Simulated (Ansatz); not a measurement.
Which is lower?

The two ends of one reaction step of BNH₄Cl₂O, singlet (PBE0-D4/def2-TZVP).

A:

```xyz
9
angstrom
B 0.1194 -0.5271 0.1423
N -0.4807 0.9539 -0.0793
Cl -1.2331 -1.6753 -0.4176
Cl 0.3794 -0.6632 1.9795
H 0.2009 1.6418 0.2320
O 1.2792 -0.5288 -0.6372
H -0.6735 1.0930 -1.0683
H -1.3396 1.0692 0.4496
H 1.7482 -1.3634 -0.6008
```

B:

```
9
angstrom
B -0.7602 -0.3263 0.4792
N -1.3745 0.8733 0.1865
Cl -0.9317 -1.7110 -0.6041
Cl 0.1761 -0.5167 1.9649
H 2.2370 -0.2017 0.0294
O 2.1323 -0.0224 -0.9088
H -1.8908 1.0188 -0.6636
H -1.2725 1.6853 0.7701
H 1.6845 -0.7994 -1.2535
```

Program: Ansatz 0.2.0. Basis: def2-TZVPP. Cores are frozen in the correlated methods. B3LYP uses VWN-RPA correlation.

(1) Which structure is lower at CCSD(T), and by how much? (Judge from chemistry; the value comes from the calculation.)

The T1 diagnostic stays at or below 0.011.

## Answers

(1) By the calculation: A, by 0.727 eV (electronic energy, against the other). By their contacts, A is BNH₄Cl₂O ([NH3][B]([OH])([Cl])[Cl]) and B is a complex of BNH₂Cl₂ ([NH2][B]([Cl])[Cl]) + H₂O.

All methods give the same order:

| method | E(B) − E(A) (eV) |
| --- | --- |
| SPW92 | 0.975 |
| PBE-D4 | 0.678 |
| BLYP-D4 | 0.559 |
| r2SCAN-D4 | 0.753 |
| B97M-V | 0.684 |
| PBE0-D4 | 0.765 |
| B3LYP-D4 | 0.637 |
| r2SCAN0-D4 | 0.808 |
| BHLYP-D4 | 0.724 |
| CAM-B3LYP-D4 | 0.713 |
| wB97X-V | 0.756 |
| wB97M-V | 0.736 |
| B2PLYP | 0.658 |
| PBE-QIDH | 0.823 |
| RPA on PBE | 0.673 |
| HF | 0.609 |
| MP2 | 0.759 |
| CCSD | 0.716 |
| CCSD(T) | 0.727 |

Labels in which every atom is bracketed show which atoms are joined, not bond orders.

For scale, one of the runs: CCSD(T)/def2-TZVPP, 233 basis functions, launched by `ansatz run in.yaml --threads 4 --pin off --events-out ev --progress --plain --max-ram 9574MiB`. Hardware: 4 CPU threads of an Arm Neoverse V1, shared host. Wall time 2.2 min; peak host memory 4.1 GiB.
